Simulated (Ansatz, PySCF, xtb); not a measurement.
Energy difference R1 → P1, each structure at its B3LYP-D3(BJ)/def2-TZVP stationary point, reached from a drawn start; harmonic modes at that level show minima.
R1, CHN (SMILES C#N) (charge 0, multiplicity 1, Z-matrix in Å and degrees):
```
C
N 1 1.1462
H 1 1.0668 2 180.00
```
P1, CHN (SMILES [C-]#[NH+]) (charge 0, multiplicity 1):
```xyz
3

H      0.00000     0.00000    -1.05295
N      0.00000     0.00000    -0.05550
C      0.00000     0.00000     1.10855
```

```csv
level,reaction energy (kcal/mol),minus CCSD(T)/cc-pVQZ
GFN1-xTB,21.23,6.47
HF/cc-pVTZ,10.23,-4.54
SVWN5/def2-TZVPP,13.94,-0.83
PBE/def2-TZVPP,14.88,0.11
revPBE/def2-TZVPP,15.01,0.24
r2SCAN-D4/def2-TZVPP,14.39,-0.38
B3LYP/def2-TZVPP,13.92,-0.85
BHLYP-D4/def2-TZVPP,12.43,-2.33
M06-2X/def2-TZVPP,12.82,-1.94
CAM-B3LYP/def2-TZVPP,13.15,-1.62
wB97X-V/def2-TZVPP,13.00,-1.76
wB97M-V/def2-TZVPP,12.25,-2.51
B2PLYP/def2-TZVPP,15.29,0.52
B2PLYP-D3(BJ)/def2-TZVPP,15.24,0.48
MP2/cc-pVTZ,17.59,2.83
SCS-MP2/cc-pVTZ,17.07,2.30
SCS-MP2/cc-pVQZ,16.99,2.23
CCSD/cc-pVTZ,14.50,-0.26
CCSD/cc-pVQZ,14.44,-0.32
CCSD(T)/cc-pVQZ,14.77,0.00
```

 The comparison column counts from a level with limits of its own.

P less R. No zero-point or thermal terms.

Cores are frozen in the correlated methods.

Programs: Ansatz (a quantum-chemistry and plane-wave program); PySCF for M06-2X and the D3/D4 terms; xtb for the GFN methods. Each number belongs to the level named beside it.
